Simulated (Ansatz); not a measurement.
`C=C([SiH3])CC`, relaxed with RKS PBE0-D4/def2-TZVP in Ansatz from a PBE-D4/def2-SVP geometry. The force threshold is 0.005 eV/Å; the program also tests the step.

Total charge 0; spin multiplicity 1.

Start:

```xyz
15

C     0.256    1.891   -0.395
C    -0.091    0.677    0.089
Si   -1.919    0.196    0.135
C     0.946   -0.305    0.597
C     1.139   -1.519   -0.325
H     1.313    2.217   -0.423
H    -0.488    2.607   -0.779
H    -2.331   -0.146    1.546
H    -2.753    1.345   -0.362
H    -2.212   -1.016   -0.713
H     1.917    0.223    0.725
H     0.651   -0.664    1.609
H     1.466   -1.200   -1.336
H     1.906   -2.209    0.081
H     0.201   -2.098   -0.448
```

(1) How much energy does the relaxation release, and in how many steps? (An estimate is asked.)

(2) Which bonds change most? (Estimate.)

(3) Give the relaxed structure. (Estimate.)

## Answers

(1) Ansatz gave: 1.54 kcal/mol, in 14 steps.

(2) Ansatz gave: C2–Si3 from 1.891 to 1.871 Å; C1–C2 from 1.352 to 1.333 Å; Si3–H10 from 1.508 to 1.489 Å; Si3–H8 from 1.509 to 1.490 Å.

(3) Ansatz gave: 
```xyz
15

C     0.244    1.911   -0.356
C    -0.072    0.689    0.073
Si   -1.870    0.171    0.072
C     0.979   -0.267    0.566
C     1.069   -1.543   -0.263
H     1.275    2.259   -0.366
H    -0.505    2.612   -0.709
H    -2.258   -0.337    1.417
H    -2.715    1.341   -0.281
H    -2.136   -0.922   -0.904
H     1.950    0.239    0.573
H     0.759   -0.535    1.606
H     1.297   -1.315   -1.306
H     1.853   -2.201    0.121
H     0.130   -2.103   -0.245
```
